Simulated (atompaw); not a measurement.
# Before and after: PAW (atompaw) potential for iridium

```json
{
  "Element": "iridium (Ir)",
  "Generator": "atompaw 4.2.0.5",
  "Type": "PAW",
  "Functional": "PBEsol",
  "Relativity": "scalar-relativistic",
  "Frozen core": "[Kr] 4d10 4f14 5s2",
  "Valence charge": "15",
  "Reference configuration": "5p6 5d7 6s2 6p0",
  "Partial waves": "6s (bound): rc 2.20 bohr; 6s channel at 0.7 Ry: rc 2.20 bohr; 5p (bound): rc 1.45 bohr; 6p (bound, empty): rc 1.60 bohr; 5d (bound): rc 2.20 bohr; 5d channel at 2.15 Ry: rc 2.20 bohr",
  "Local potential": "bessel scheme, radius 2.00 bohr",
  "Core correction": "smooth core density matched at 1.65 bohr",
  "Augmentation charge": "besselshape compensation charge, radius 2.05 bohr; PAW radius 2.20 bohr; waves and projectors: custom polynom2 7 10 vanderbiltortho"
}
```

Change: local potential bessel scheme, radius 1.60 bohr.

Cutoffs: the cutoffs (Ry, on a coarse ladder) from which the occupation-weighted sum of valence levels, in a spherical-Bessel basis at the reference potential, stays within 10 and 1 mRy of its value at 400 Ry; they do not see the model core or the augmentation charge, which bear on the density cutoff.

Task: What does the change do?

Result: The potential gets softer (60 Ry and 230 Ry → 45 Ry and 230 Ry); both files keep a bound ghost (s).

| quantity | base | changed |
| --- | --- | --- |
| cutoff, loose | 60 Ry | 45 Ry |
| cutoff, tight | 230 Ry | 230 Ry |
| loose cutoff by channel (10 mRy a level) | s 6 Ry, p 25 Ry, d 15 Ry | s 8 Ry, p 25 Ry, d 15 Ry |
| bound ghosts | s | s |
| s: phases at 2.20 bohr within 0.05 rad from the reference energy up to (Ry; the scan ends near 5) | to the end of the scan | to the end of the scan |
| p: phases at 2.20 bohr within 0.05 rad from the reference energy up to (Ry; the scan ends near 5) | to the end of the scan | to the end of the scan |
| d: phases at 2.20 bohr within 0.05 rad from the reference energy up to (Ry; the scan ends near 5) | 4.4 | 4.2 |
| lowest overlap eigenvalue by channel | s 0.16, p 0.55, d 0.93 | s 0.14, p 0.83, d 0.93 |

 A true bound ghost makes a file unfit for plane-wave use even where its test errors are small: the radial tests pick states by their node count and pass the ghost by. The cutoffs see the waves, projectors and local potential, not the compensation charge or the core.
